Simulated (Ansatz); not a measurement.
`BC[SiH](C)Cl` + `C#[C][Al]([F])[F]` → `BC[SiH](F)Cl` + `C#[C][Al]([CH3])[F]`  (redistribution)

Program: Ansatz. Geometries: PBE0-D4/def2-TZVP. ΔE: electronic, gas phase. CBS: MP2 limit from def2 TZ/QZ plus the TZ coupled-cluster correction, frozen cores. DFT in def2-TZVPP. B3LYP here is the variant with VWN-RPA as its local correlation; programs differ in this. One conformer a species, not always the lowest.

```
         level  ΔE (kJ/mol)
        B2PLYP         37.4
         B3LYP         33.7
MP2/def2-QZVPP         44.3
  HF/CBS(def2)         33.8
```

(1) What does CCSD(T)/CBS give? (Estimate.)

Largest T1 diagnostic among the species: 0.014.

## Answers

(1) Computed: +40.9 kJ/mol. The listed levels differ from it by -3.5, -7.2, 3.4, -7.1 kJ/mol.

The D4 term adds +4.2 kJ/mol with B3LYP and +2.3 kJ/mol with PBE0; it sums over pairs of atoms, weighted by their polarisabilities, and B3LYP, whose exchange is more repulsive, gets the larger term. In def2-TZVPP, CCSD(T) changes the Hartree–Fock value by +7.5 kJ/mol (the triples alone add +0.5 kJ/mol) and MP2 by +10.8 kJ/mol.
